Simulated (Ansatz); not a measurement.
Consider the atomization: `[F][GeH]1[CH2][InH]1` → C• + F• + Ge• + 4 H• + In•.

Isolated molecules relaxed with PBE0-D4/def2-TZVP in Ansatz; ΔE leaves out vibrations. CCSD(T)/CBS adds triple-zeta CCSD(T) − MP2 to the extrapolated MP2 energy (def2 sets, frozen cores). This one scheme is used for every species, atoms too. For atomizations the MP2-based limit and the directly extrapolated one differ by several kJ/mol either way, and by 10 to 25 for some Ge, Se and Sn compounds, so smaller differences from it don't rank the levels. DFT in def2-TZVPP. Open shells (•) are unrestricted, without spin–orbit coupling. Spin–orbit coupling would lower the free atoms: a little for C, F; clearly for Ge; strongly for In. Elements past krypton have def2 core potentials. For Ge, In outer-core shells are correlated without core-valence functions, so the limit isn't a true one: a few kJ/mol of doubt a bond, and 10 to 20 or more in all where bonds break to atoms. Scalar relativity is left out up to krypton.

| level | ΔE (kJ/mol) |
| --- | --- |
| BLYP-D4 | 2264.6 |
| PBE0 | 2273.2 |

What does CCSD(T)/CBS give? (Best estimate.)

The calculation gave: +2318.2 kJ/mol. The listed levels differ from it by -53.6, -45.0 kJ/mol.

Largest T1 diagnostic among the species: 0.015.

The D4 term adds +26.6 kJ/mol with B3LYP and +13.8 kJ/mol with PBE0; it sums over pairs of atoms, weighted by their polarisabilities, and B3LYP, whose exchange is more repulsive, gets the larger term. From r2SCAN to r2SCAN0 (25 % exact exchange), in def2-TZVPP and without D4, ΔE moves by −50.5 kJ/mol: exact exchange takes away binding that semilocal exchange gives to molecules. Leaving LDA and LC-ωPBE aside and taking each functional with its dispersion term where it has one, the values, not all of them listed here, spread over 135.7 kJ/mol, from BHLYP-D4 to PBE-D4. LDA lies +365.6 kJ/mol from PBE without D4, its usual overbinding.

B3LYP here is the variant with VWN-RPA as its local correlation; programs differ in this.
